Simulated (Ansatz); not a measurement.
Saddle point of SiH5BrO, closed shell (SiH₃Br ([SiH3][Br]) + H₂O → SiH₄O ([OH][SiH3]) + HBr; bonds formed: Si1–O7, Br2–H6; bonds broken: Si1–Br2, H6–O7), PBE0-D4/def2-TZVP structure:

| atom | x (Å) | y (Å) | z (Å) |
| --- | --- | --- | --- |
| Si1 | -0.3729 | 0.4062 | -0.5289 |
| Br2 | 0.7880 | -1.7121 | -1.2228 |
| H3 | -1.5853 | -0.1382 | -1.1857 |
| H4 | -1.0186 | 1.3640 | 0.4434 |
| H5 | 0.5098 | 1.2576 | -1.3465 |
| H6 | 0.9459 | -1.0276 | 0.8858 |
| O7 | 0.5951 | -0.1225 | 1.0548 |
| H8 | 0.1379 | -0.0274 | 1.8999 |

Energies are electronic, without zero-point energy. Barriers and step energies count from the start structure reached by relaxing down the imaginary mode; all methods use the PBE0-D4 structures, on which another method's saddle can fall below an end. Ansatz 0.2.0; basis: def2-TZVPP, with def2-QZVPP for the basis limit; cores frozen in the correlated methods. Filled d shells of the heavier atoms are correlated. The def2 sets are not built for correlating such inner shells, so the correlated values are less sure here. B3LYP uses VWN-RPA correlation. Extrapolation: Hartree–Fock as exp(−7.88 √X), correlation as X^−2.97.

| method | barrier (kJ/mol) | step energy (kJ/mol) |
| --- | --- | --- |
| SPW92 | 44.8 | -3.5 |
| PBE-D4 | 72.2 | 6.0 |
| BLYP-D4 | 81.1 | -3.9 |
| r2SCAN-D4 | 76.1 | 1.7 |
| B97M-V | 81.8 | -1.5 |
| PBE0-D4 | 77.6 | 6.8 |
| B3LYP-D4 | ? | -2.8 |
| r2SCAN0-D4 | ? | 3.5 |
| BHLYP-D4 | 89.4 | -1.9 |
| CAM-B3LYP-D4 | 83.1 | -8.0 |
| wB97X-V | ? | 1.9 |
| wB97M-V | 80.0 | 3.8 |
| B2PLYP | 87.2 | -4.6 |
| PBE-QIDH | 82.2 | 3.7 |
| RPA on PBE | 93.5 | -3.5 |
| HF | 114.3 | -3.6 |
| MP2 | 86.8 | 0.0 |
| CCSD | 94.4 | -1.7 |
| CCSD(T) | 89.8 | -1.3 |

**Question.** Fill in the withheld barriers. (Judge from chemistry; the value comes from the calculation.)

**Answer.** By the calculation: r2SCAN0-D4 79.0; B3LYP-D4 84.2; wB97X-V 85.2 kJ/mol. Each is the energy of the saddle less that of the start structure, by the same method.

For comparison, the barrier by CCSD(T) at an estimated basis limit (MP2 extrapolated from triple and quadruple zeta, plus CCSD(T) − MP2 in triple zeta) is 88.1 kJ/mol.

T1 diagnostic: at most 0.009.

The step is the kind of ligand exchange by which a precursor binds to a hydroxyl group, or is hydrolysed, in atomic layer deposition of oxides.

Labels in which every atom is bracketed show which atoms are joined, not bond orders.

For scale, one of the runs: CCSD(T)/def2-TZVPP, 191 basis functions, launched by `ansatz run in.yaml --threads 4 --pin off --events-out ev --progress --plain --max-ram 9574MiB`. The run took 50 s on 4 CPU threads of an Arm Neoverse V2 (shared host), with 2.1 GiB of host memory at its peak.
